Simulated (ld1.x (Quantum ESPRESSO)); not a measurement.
Pseudopotential generation for osmium: TM, PBE, scalar-relativistic.

Input for ld1.x (Quantum ESPRESSO) 7.5:

```
&input
   title='Os', zed=76., rel=1, dft='PBE', iswitch=3,
   config='[Xe] 4f14 5d6 6s2 6p0',
   nld=3, rlderiv=2.05, eminld=-6.0, emaxld=5.0, deld=0.02
 /
 &inputp
   pseudotype=2, tm=.true., lloc=2,
   nlcc=.false.,
   file_pseudopw='Os.UPF', file_wfcaegen='ae.wfc', file_wfcncgen='nc.wfc', file_beta='beta', file_chi='chi'
 /
3
6S  1  0   2.00   0.00  1.90  1.90  0.0
5P  2  1   6.00   0.00  1.05  1.05  0.0
5D  3  2   6.00   0.00  1.90  1.90  0.0
 &test
   configts(1)='5p6 5d6 6s2 6p0'
 /
```

Command:

```bash
ld1.x < Os.in > Os.out
```

Output (shortened: banner, matrices, multipoles, cross overlaps and the repeated all-electron block are left out):

```
Program LD1 v.7.5
     --------------------------- All-electron run ----------------------------

     Os
     scalar relativistic calculation

     atomic number is 76.00
     dft =PBE   lsd =0 sic =0 latt =0  beta=0.20 tr2=1.0E-14
     Exchange-correlation= PBE
                           (   1   4   3   4   0   0   0)
     mesh =1275 r(mesh) =  98.91557 a.u. xmin = -7.00 dx = 0.01250
     1 Ry =  13.60569312 eV, c = 137.03599908

     n l     nl                  e(Ry)          e(Ha)          e(eV)
     1 0     1S 1( 2.00)     -5430.1462     -2715.0731    -73880.9027
     2 0     2S 1( 2.00)      -945.6987      -472.8494    -12866.8869
     2 1     2P 1( 6.00)      -823.3600      -411.6800    -11202.3830
     3 0     3S 1( 2.00)      -220.0785      -110.0393     -2994.3208
     3 1     3P 1( 6.00)      -184.1637       -92.0819     -2505.6750
     4 0     4S 1( 2.00)       -46.4449       -23.2225      -631.9155
     4 1     4P 1( 6.00)       -34.6678       -17.3339      -471.6795
     3 2     3D 1(10.00)      -144.0773       -72.0387     -1960.2717
     5 0     5S 1( 2.00)        -6.7289        -3.3645       -91.5514
     5 1     5P 1( 6.00)        -3.7366        -1.8683       -50.8392
     4 2     4D 1(10.00)       -20.0549       -10.0275      -272.8609
     4 3     4F 1(14.00)        -3.8204        -1.9102       -51.9789
     5 2     5D 1( 6.00)        -0.4597        -0.2299        -6.2549
     6 0     6S 1( 2.00)        -0.4518        -0.2259        -6.1465
     6 1     6P 1( 0.00)        -0.0933        -0.0466        -1.2693

     final scf error:  2.4E-15 reached in  25 iterations

     Etot =  -34507.716204 Ry,  -17253.858102 Ha, -469501.397054 eV

     Ekin =   38256.971299 Ry,   19128.485650 Ha,  520512.611316 eV
     Encl =  -85532.524044 Ry,  -42766.262022 Ha,-1163729.274172 eV
     Eh   =   13444.156886 Ry,    6722.078443 Ha,  182917.072883 eV
     Exc  =    -676.320346 Ry,    -338.160173 Ha,   -9201.807080 eV

     normalization and overlap integrals

     s(1S/1S) =  1.000000  <r> =   0.0177  <r2> =    0.0004  r(max) =   0.0110
     s(2S/2S) =  1.000000  <r> =   0.0749  <r2> =    0.0066  r(max) =   0.0636
     s(2P/2P) =  1.000000  <r> =   0.0673  <r2> =    0.0055  r(max) =   0.0520
     s(3S/3S) =  1.000000  <r> =   0.1939  <r2> =    0.0430  r(max) =   0.1794
     s(3P/3P) =  1.000000  <r> =   0.1945  <r2> =    0.0439  r(max) =   0.1772
     s(4S/4S) =  1.000000  <r> =   0.4318  <r2> =    0.2104  r(max) =   0.4042
     s(4P/4P) =  1.000000  <r> =   0.4594  <r2> =    0.2400  r(max) =   0.4250
     s(3D/3D) =  1.000000  <r> =   0.1762  <r2> =    0.0364  r(max) =   0.1450
     s(5S/5S) =  1.000000  <r> =   1.0059  <r2> =    1.1360  r(max) =   0.9110
     s(5P/5P) =  1.000000  <r> =   1.1696  <r2> =    1.5498  r(max) =   1.0323
     s(4D/4D) =  1.000000  <r> =   0.4890  <r2> =    0.2767  r(max) =   0.4357
     s(4F/4F) =  1.000000  <r> =   0.5565  <r2> =    0.3822  r(max) =   0.4042
     s(5D/5D) =  1.000000  <r> =   1.8168  <r2> =    3.9997  r(max) =   1.3590
     s(6S/6S) =  1.000000  <r> =   2.9803  <r2> =   10.1824  r(max) =   2.4763
     s(6P/6P) =  1.000000  <r> =   4.6965  <r2> =   26.2011  r(max) =   3.5582

     ------------------------ End of All-electron run ------------------------

     --------------------- Generating NC pseudopotential ---------------------

      Generating local pot.: lloc=2, matching radius rcloc =   1.9000

      Wfc   6S  rcut= 1.905  Using Troullier-Martins method

      Wfc   5P  rcut= 1.045  Using Troullier-Martins method

     ------------------- End of pseudopotential generation -------------------

     Computing logarithmic derivative in   2.04018
     Computing logarithmic derivative in   2.04018
     Computing the partial wave expansion
     R is outside the sphere for l=    0 j= 0.00
     R is outside the sphere for l=    1 j= 0.00
       no projector for channel:   2

     ---------------------- Testing the pseudopotential ----------------------

     Os
     scalar relativistic calculation

     atomic number is 76.00   valence charge is 14.00
     dft =PBE   lsd =0 sic =0 latt =0  beta=0.20 tr2=1.0E-14
     mesh =1275 r(mesh) =  98.91557 xmin = -7.00 dx = 0.01250

     n l     nl             e AE (Ry)        e PS (Ry)    De AE-PS (Ry)
     2 1     5P   1( 6.00)       -3.73661       -3.73667        0.00006
     3 2     5D   1( 6.00)       -0.45972       -0.45973        0.00000
     1 0     6S   1( 2.00)       -0.45176       -0.45176       -0.00000
     3 1     6P   1( 0.00)       -0.09329       -0.08612       -0.00717  !

     eps = 5.0E-15  iter = 31

     Etot =  -34507.716204 Ry,  -17253.858102 Ha, -469501.397054 eV
     Etotps =  -128.874753 Ry,     -64.437377 Ha,   -1753.430347 eV

     Ekin =      49.470172 Ry,      24.735086 Ha,     673.075983 eV
     Encl =    -271.285440 Ry,    -135.642720 Ha,   -3691.026452 eV
     Ehrt =     107.175145 Ry,      53.587572 Ha,    1458.192130 eV
     Ecxc =     -14.658345 Ry,      -7.329172 Ha,    -199.436939 eV
     Epseu=       0.423714 Ry,       0.211857 Ha,       5.764929 eV

     ---------------------- End of pseudopotential test ----------------------
```

Note: ghost states, extra bound levels that the all-electron valence spectrum of the same l lacks: p at -315.5 eV, s at -45.3 eV. A true bound ghost makes a file unfit for plane-wave use.

Generation and configuration tests took about 2.5 s on one core of a shared server CPU.
